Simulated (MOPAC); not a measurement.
MOPAC input (MNDO):

```
MNDO 1SCF CHARGE=1 GEO-OK AUX(PRECISION=9) THREADS=1
C3H9O

C    -1.94067000 1   -0.20121400 1   -0.31648900 1
C    -0.62923600 1   -0.04730200 1    0.46914400 1
C     0.51162900 1    0.04847100 1   -0.49660400 1
O     1.82473000 1    0.25090000 1    0.33402400 1
H    -1.93813200 1   -1.10196100 1   -0.93088600 1
H    -2.12156000 1    0.66026300 1   -0.95969800 1
H    -2.76997800 1   -0.27577600 1    0.38432700 1
H    -0.66563900 1    0.85062300 1    1.08836200 1
H    -0.49501400 1   -0.91382600 1    1.12395200 1
H     0.50525300 1    0.94365500 1   -1.11189200 1
H     0.68600500 1   -0.84917200 1   -1.08515400 1
H     2.64514600 1    0.25645500 1   -0.19366800 1
H     1.90573600 1   -0.37718900 1    1.07615800 1
```

Output:

```
 *******************************************************************************
 **                                                                           **
 **                              MOPAC v23.2.5                                **
 **                                                                           **
 *******************************************************************************
 ** MOPAC's Digital Object Identifier: https://doi.org/10.5281/zenodo.6511958 **
 **                                                                           **
 ** Please cite the open-source release paper for use of this MOPAC version:  **
 ** J. E. Moussa and J. J. P. Stewart (2026)                                  **
 ** MOPAC: An open-source semiempirical molecular orbital program             **
 ** J. Open Source Softw., 11(119), 8025, https://doi.org/10.21105/joss.08025 **
 *******************************************************************************

                              MNDO CALCULATION RESULTS

 *******************************************************************************
 *  MNDO       - The MNDO Hamiltonian to be used
 *  GEO-OK     - OVERRIDE INTERATOMIC DISTANCE AND OTHER SAFETY CHECKS
 *
 *
 *
 *                 CHARGE ON SYSTEM = +1
 *
 *
 *
 *  1SCF       - DO 1 SCF AND THEN STOP
 *  AUX        - OUTPUT AUXILIARY INFORMATION
 *******************************************************************************
MNDO 1SCF CHARGE=1 GEO-OK AUX(PRECISION=9) THREADS=1
 C3H9O

   ATOM   CHEMICAL          X               Y               Z
  NUMBER   SYMBOL      (ANGSTROMS)     (ANGSTROMS)     (ANGSTROMS)

     1       C         -1.94067000  *  -0.20121400  *  -0.31648900  *
     2       C         -0.62923600  *  -0.04730200  *   0.46914400  *
     3       C          0.51162900  *   0.04847100  *  -0.49660400  *
     4       O          1.82473000  *   0.25090000  *   0.33402400  *
     5       H         -1.93813200  *  -1.10196100  *  -0.93088600  *
     6       H         -2.12156000  *   0.66026300  *  -0.95969800  *
     7       H         -2.76997800  *  -0.27577600  *   0.38432700  *
     8       H         -0.66563900  *   0.85062300  *   1.08836200  *
     9       H         -0.49501400  *  -0.91382600  *   1.12395200  *
    10       H          0.50525300  *   0.94365500  *  -1.11189200  *
    11       H          0.68600500  *  -0.84917200  *  -1.08515400  *
    12       H          2.64514600  *   0.25645500  *  -0.19366800  *
    13       H          1.90573600  *  -0.37718900  *   1.07615800  *

          CARTESIAN COORDINATES

    NO.       ATOM           X           Y           Z

     1         C         -1.9407     -0.2012     -0.3165
     2         C         -0.6292     -0.0473      0.4691
     3         C          0.5116      0.0485     -0.4966
     4         O          1.8247      0.2509      0.3340
     5         H         -1.9381     -1.1020     -0.9309
     6         H         -2.1216      0.6603     -0.9597
     7         H         -2.7700     -0.2758      0.3843
     8         H         -0.6656      0.8506      1.0884
     9         H         -0.4950     -0.9138      1.1240
    10         H          0.5053      0.9437     -1.1119
    11         H          0.6860     -0.8492     -1.0852
    12         H          2.6451      0.2565     -0.1937
    13         H          1.9057     -0.3772      1.0762

  H: (MNDO): M.J.S. DEWAR, W. THIEL, J. AM. CHEM. SOC., 99, 4899, (1977)
  C: (MNDO): M.J.S. DEWAR, W. THIEL, J. AM. CHEM. SOC., 99, 4899, (1977)
  O: (MNDO): M.J.S. DEWAR, W. THIEL, J. AM. CHEM. SOC., 99, 4899, (1977)

           Empirical Formula: C3 H9 O  =    13 atoms

      MOLECULAR POINT GROUP   :   C1

      RHF CALCULATION, NO. OF DOUBLY OCCUPIED LEVELS = 13

 -------------------------------------------------------------------------------
 MNDO 1SCF CHARGE=1 GEO-OK AUX(PRECISION=9) THREADS=1
 C3H9O

     1SCF WAS SPECIFIED, SO BFGS WAS NOT USED
     SCF FIELD WAS ACHIEVED

                              MNDO CALCULATION
                                                       MOPAC v23.2.5 Linux

          FINAL HEAT OF FORMATION =        127.02096 KCAL/MOL =     531.45569 KJ/MOL

          COSMO AREA              =        110.99 SQUARE ANGSTROMS
          COSMO VOLUME            =         94.27 CUBIC ANGSTROMS

          IONIZATION POTENTIAL    =         17.254570 EV
          HOMO LUMO ENERGIES (EV) =        -17.255 -5.036
          NO. OF FILLED LEVELS    =         13
          MOLECULAR WEIGHT        =         61.1035         POINT GROUP:  C1

          MOLECULAR DIMENSIONS (Angstroms)

            Atom       Atom       Distance
            H    12    H     7     5.47183
            H     8    H     5     2.82518
            H     6    H     9     2.75398

          SCF CALCULATIONS        =          1

   ATOM   CHEMICAL          X               Y               Z
  NUMBER   SYMBOL      (ANGSTROMS)     (ANGSTROMS)     (ANGSTROMS)

     1       C         -1.94067000  *  -0.20121400  *  -0.31648900  *
     2       C         -0.62923600  *  -0.04730200  *   0.46914400  *
     3       C          0.51162900  *   0.04847100  *  -0.49660400  *
     4       O          1.82473000  *   0.25090000  *   0.33402400  *
     5       H         -1.93813200  *  -1.10196100  *  -0.93088600  *
     6       H         -2.12156000  *   0.66026300  *  -0.95969800  *
     7       H         -2.76997800  *  -0.27577600  *   0.38432700  *
     8       H         -0.66563900  *   0.85062300  *   1.08836200  *
     9       H         -0.49501400  *  -0.91382600  *   1.12395200  *
    10       H          0.50525300  *   0.94365500  *  -1.11189200  *
    11       H          0.68600500  *  -0.84917200  *  -1.08515400  *
    12       H          2.64514600  *   0.25645500  *  -0.19366800  *
    13       H          1.90573600  *  -0.37718900  *   1.07615800  *

                             CARTESIAN COORDINATES

   1    C       -1.940670000    -0.201214000    -0.316489000
   2    C       -0.629236000    -0.047302000     0.469144000
   3    C        0.511629000     0.048471000    -0.496604000
   4    O        1.824730000     0.250900000     0.334024000
   5    H       -1.938132000    -1.101961000    -0.930886000
   6    H       -2.121560000     0.660263000    -0.959698000
   7    H       -2.769978000    -0.275776000     0.384327000
   8    H       -0.665639000     0.850623000     1.088362000
   9    H       -0.495014000    -0.913826000     1.123952000
  10    H        0.505253000     0.943655000    -1.111892000
  11    H        0.686005000    -0.849172000    -1.085154000
  12    H        2.645146000     0.256455000    -0.193668000
  13    H        1.905736000    -0.377189000     1.076158000

           Empirical Formula: C3 H9 O  =    13 atoms

      MOLECULAR POINT GROUP   :   C1

                  EIGENVALUES
 -50.47342 -42.31474 -33.92046 -28.78250 -27.18143 -24.72200 -22.52474 -20.83053
 -19.79671 -18.97769 -18.03994 -17.41996 -17.25457  -5.03617  -2.45473  -2.07938
  -2.03213  -1.38008  -1.01647  -0.81107  -0.56255   0.33588   0.43716   0.83706
   1.96592

              NET ATOMIC CHARGES AND DIPOLE CONTRIBUTIONS

  ATOM NO.   TYPE          CHARGE      No. of ELECS.   s-Pop       p-Pop
    1          C           0.025558        3.9744     1.21401     2.76043
    2          C          -0.078672        4.0787     1.21562     2.86305
    3          C           0.220010        3.7800     1.26479     2.51520
    4          O          -0.110683        6.1107     1.72436     4.38633
    5          H           0.018924        0.9811     0.98108
    6          H           0.022074        0.9779     0.97793
    7          H           0.043823        0.9562     0.95618
    8          H           0.060287        0.9397     0.93971
    9          H           0.041981        0.9580     0.95802
   10          H           0.086330        0.9137     0.91367
   11          H           0.065005        0.9350     0.93499
   12          H           0.305093        0.6949     0.69491
   13          H           0.300270        0.6997     0.69973
 DIPOLE           X         Y         Z       TOTAL
 POINT-CHG.     5.168    -0.220    -0.061     5.173
 HYBRID         0.820    -0.497     0.047     0.959
 SUM            5.988    -0.717    -0.014     6.031

          ATOMIC ORBITAL ELECTRON POPULATIONS

     Atom    s        px        py        pz
    1  C   1.21401   0.88211   0.94521   0.93312
    2  C   1.21562   0.93695   0.98111   0.94500
    3  C   1.26479   0.67699   0.98025   0.85796
    4  O   1.72436   1.30123   1.71798   1.36711
    5  H   0.98108
    6  H   0.97793
    7  H   0.95618
    8  H   0.93971
    9  H   0.95802
   10  H   0.91367
   11  H   0.93499
   12  H   0.69491
   13  H   0.69973

 **********************
 *                    *
 * JOB ENDED NORMALLY *
 *                    *
 **********************

 == MOPAC DONE ==
```

The dipole moment of an ion depends on the origin.

The geometry given is a B3LYP-D3(BJ)/def2-TZVP minimum.
